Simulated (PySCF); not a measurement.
Pb(H)(OMe) (CH4OPb), SMILES C[O][PbH] (connectivity only; charge and spin as stated), neutral, multiplicity 1. Atoms are numbered in the order given.

```xyz
7

Pb     0.0001    -0.4587     0.0000
H     -1.8288    -0.0348     0.0000
O      0.5818     1.5613     0.0000
C     -0.2382     2.6813     0.0000
H     -0.0408     3.3134     0.8884
H     -0.0408     3.3134    -0.8884
H     -1.3210     2.4404     0.0000
```
Charge 0, spin multiplicity 1.

The structure is a stationary point at PBE0-D3(BJ)/def2-SVP. The def2 effective core potentials stand for the cores of Pb; spin–orbit coupling is left out.

Method: PySCF with PBE0-D3(BJ)/def2-SVP.

Frequencies are harmonic and unscaled.

Computed vibrational spectrum:
| mode | ν (cm⁻¹) | IR (km/mol) | Raman (Å⁴/amu) | depolarisation | moving atoms (share of kinetic energy) |
|---|---|---|---|---|---|
| 1 | 118 | 3.6 | 0.1 | 0.75 | H 81 %, O 17 % |
| 2 | 223 | 5.3 | 4.1 | 0.34 | C 39 %, H 28 %, O 28 % |
| 3 | 259 | 29.7 | 32.9 | 0.75 | H 83 %, O 12 % |
| 4 | 480 | 83.3 | 31.1 | 0.44 | O 66 %, C 13 %, H 13 %, Pb 9 % |
| 5 | 564 | 25.1 | 42.9 | 0.73 | H 89 %, O 10 % |
| 6 | 1158 | 188.6 | 27.6 | 0.48 | O 45 %, C 42 %, H 13 % |
| 7 | 1168 | 2.1 | 2.4 | 0.75 | H 76 %, C 19 % |
| 8 | 1184 | 8.2 | 8.9 | 0.17 | H 65 %, C 22 %, O 13 % |
| 9 | 1460 | 65.1 | 10.8 | 0.75 | H 88 %, C 11 % |
| 10 | 1464 | 0.5 | 22.8 | 0.75 | H 96 % |
| 11 | 1468 | 4.9 | 51.2 | 0.57 | H 96 % |
| 12 | 1560 | 548.9 | 201.1 | 0.36 | H 99 % |
| 13 | 2969 | 131.3 | 226.0 | 0.05 | H 97 % |
| 14 | 3047 | 43.1 | 148.7 | 0.40 | H 91 %, C 9 % |
| 15 | 3052 | 54.2 | 182.2 | 0.75 | H 90 %, C 10 % |
